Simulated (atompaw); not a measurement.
## Logarithmic derivatives: Os (Z = 76), PAW (atompaw)

atompaw 4.2.0.5 input, output lines left out:

```
Os 76
GGA-PBE scalarrelativistic loggrid 2001 logderivrange -6 5 276
6 6 5 4 0 0
6 1 0
5 2 6
0 0 0
c
c
c
c
c
v
c
c
c
v
v
c
c
v
c
2
2.50 1.90 2.35 1.80
y
0.95
n
n
y
0.3
n
custom polynom2 7 10 vanderbiltortho besselshape
3 0 troulliermartins
2.50
2.50
1.55
1.80
2.50
2.50
```

The phase is arctan(r·u′/u) with u = r·R(r), unwrapped; energies in Ry, scanned from -6 to 5 Ry. A pole is an energy at which the radial function vanishes at the test radius. The pseudo phase is shifted by a multiple of π to meet the all-electron one at the reference energy, and phase errors are pseudo minus all-electron; the curves can meet again beyond the range given. Levels narrower than the energy grid can be missing from the lists of poles.

Problem. For each channel, where are the poles, and over which energies does the pseudopotential scatter like the atom?

Solution.

| channel | radius (bohr) | reference energy (Ry) | poles, all-electron | poles, pseudo | unbroken range about the reference energy with phases within 0.05 rad | phase error 1 Ry above the reference energy (rad) |
| --- | --- | --- | --- | --- | --- | --- |
| s | 2.50 | -0.45 | 2.30 | 2.30 | the whole range | +0.000 |
| p | 2.50 | -0.09 | -3.65, 4.16 | -3.65, 4.12 | the whole range | -0.000 |
| d | 2.50 | -0.46 | 0.12 | 0.12 | below 2.7 | +0.000 |

Phases in the d channel:

```json
{"E (Ry)": "-6.00", "all-electron": "1.405", "pseudo": "1.406"}
{"E (Ry)": "-5.76", "all-electron": "1.401", "pseudo": "1.402"}
{"E (Ry)": "-5.52", "all-electron": "1.397", "pseudo": "1.398"}
{"E (Ry)": "-5.28", "all-electron": "1.393", "pseudo": "1.394"}
{"E (Ry)": "-5.04", "all-electron": "1.388", "pseudo": "1.389"}
{"E (Ry)": "-4.80", "all-electron": "1.383", "pseudo": "1.385"}
{"E (Ry)": "-4.56", "all-electron": "1.378", "pseudo": "1.379"}
{"E (Ry)": "-4.32", "all-electron": "1.372", "pseudo": "1.373"}
{"E (Ry)": "-4.08", "all-electron": "1.366", "pseudo": "1.367"}
{"E (Ry)": "-3.84", "all-electron": "1.359", "pseudo": "1.359"}
{"E (Ry)": "-3.60", "all-electron": "1.351", "pseudo": "1.351"}
{"E (Ry)": "-3.36", "all-electron": "1.341", "pseudo": "1.342"}
{"E (Ry)": "-3.12", "all-electron": "1.331", "pseudo": "1.332"}
{"E (Ry)": "-2.88", "all-electron": "1.319", "pseudo": "1.319"}
{"E (Ry)": "-2.64", "all-electron": "1.304", "pseudo": "1.305"}
{"E (Ry)": "-2.40", "all-electron": "1.286", "pseudo": "1.287"}
{"E (Ry)": "-2.16", "all-electron": "1.264", "pseudo": "1.264"}
{"E (Ry)": "-1.92", "all-electron": "1.234", "pseudo": "1.235"}
{"E (Ry)": "-1.68", "all-electron": "1.193", "pseudo": "1.194"}
{"E (Ry)": "-1.44", "all-electron": "1.131", "pseudo": "1.131"}
{"E (Ry)": "-1.20", "all-electron": "1.022", "pseudo": "1.023"}
{"E (Ry)": "-0.96", "all-electron": "0.786", "pseudo": "0.786"}
{"E (Ry)": "-0.72", "all-electron": "0.093", "pseudo": "0.093"}
{"E (Ry)": "-0.48", "all-electron": "-0.953", "pseudo": "-0.953"}
{"E (Ry)": "-0.24", "all-electron": "-1.361", "pseudo": "-1.361"}
{"E (Ry)": "0.00", "all-electron": "-1.523", "pseudo": "-1.523"}
{"E (Ry)": "0.24", "all-electron": "-1.611", "pseudo": "-1.611"}
{"E (Ry)": "0.48", "all-electron": "-1.672", "pseudo": "-1.672"}
{"E (Ry)": "0.72", "all-electron": "-1.719", "pseudo": "-1.719"}
{"E (Ry)": "0.96", "all-electron": "-1.762", "pseudo": "-1.762"}
{"E (Ry)": "1.20", "all-electron": "-1.804", "pseudo": "-1.803"}
{"E (Ry)": "1.44", "all-electron": "-1.849", "pseudo": "-1.847"}
{"E (Ry)": "1.68", "all-electron": "-1.900", "pseudo": "-1.897"}
{"E (Ry)": "1.92", "all-electron": "-1.964", "pseudo": "-1.959"}
{"E (Ry)": "2.16", "all-electron": "-2.048", "pseudo": "-2.037"}
{"E (Ry)": "2.40", "all-electron": "-2.167", "pseudo": "-2.145"}
{"E (Ry)": "2.64", "all-electron": "-2.346", "pseudo": "-2.303"}
{"E (Ry)": "2.88", "all-electron": "-2.631", "pseudo": "-2.543"}
{"E (Ry)": "3.12", "all-electron": "-3.057", "pseudo": "-2.904"}
{"E (Ry)": "3.36", "all-electron": "-3.534", "pseudo": "-3.349"}
{"E (Ry)": "3.60", "all-electron": "-3.899", "pseudo": "-3.741"}
{"E (Ry)": "3.84", "all-electron": "-4.131", "pseudo": "-4.011"}
{"E (Ry)": "4.08", "all-electron": "-4.277", "pseudo": "-4.185"}
{"E (Ry)": "4.32", "all-electron": "-4.375", "pseudo": "-4.301"}
{"E (Ry)": "4.56", "all-electron": "-4.445", "pseudo": "-4.382"}
{"E (Ry)": "4.80", "all-electron": "-4.497", "pseudo": "-4.442"}
```
